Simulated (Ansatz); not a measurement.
`B[CH]([GeH3])Br`. Total charge 0; spin multiplicity 1.

```xyz
10

B     0.048    0.171    1.518
C     0.759    0.355    0.185
Ge   -0.531   -0.507   -1.093
Br    1.039    2.176   -0.437
H    -0.643    1.023    1.986
H     0.118   -0.907    2.038
H     1.690   -0.192    0.037
H    -0.630   -2.011   -0.791
H    -1.903    0.162   -0.955
H     0.054   -0.269   -2.488
```

(1) List the harmonic frequencies (cm⁻¹, unscaled) at PBE0-D4/def2-TZVP in Ansatz. (Estimate.)

(2) Is this a minimum?

(3) Give the ideal-gas thermochemistry at 298.15 K and 1 bar (rigid rotor, harmonic oscillator; point group C1, symmetry number 1).

## Answers

(1) Computed: 81, 137, 160, 269, 349, 461, 527, 591, 608, 819, 840, 873, 878, 972, 1021, 1066, 1170, 1256, 2158, 2180, 2186, 2581, 2677, 3134.

(2) Yes, all 24 modes are real.

(3) Zero-point energy 161.5 kJ/mol; H(298) − E = 182.0 kJ/mol; entropy 355.9 J/(mol·K), of which translation 173.7, rotation 118.1, vibration 64.1; G(298) − E = 75.9 kJ/mol. Modes under 100 cm⁻¹ are hindered rotations or soft bends, so the harmonic entropy is rough.
